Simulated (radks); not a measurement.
Results of a calculation; reference values are marked as such.
Ce LIII, configuration [He] 2s2 2p2. Code: a radial shooting solver on a logarithmic mesh with Libxc functionals. Model: scalar-relativistic Kohn-Sham, SCAN, spin-polarised, spherical densities, finite nucleus; open shells are filled with parallel spins first (spin-orbit coupling, left out, can overturn this in heavy ions); meta-GGA in the generalised Kohn-Sham scheme; Fermi nuclear charge, rms radius 4.8771 fm.

Unscreened Slater integrals over Kohn-Sham orbitals (hartree). They are taken over the spin-up orbitals.

integral    value
F0(2p,2p)  10.396
F2(2p,2p)  4.9660
F0(2p,2s)  9.5186
G1(2p,2s)  5.3560
F0(2p,1s)  14.058
G1(2p,1s)  2.7894
F0(2s,2s)  8.9730
F0(2s,1s)  12.637
G0(2s,1s)  1.3068
F0(1s,1s)  38.567

Derived for the open shells (J is the average intra-shell exchange parameter used in DFT+U). 2p: J = F2/5 = 0.9932 hartree.
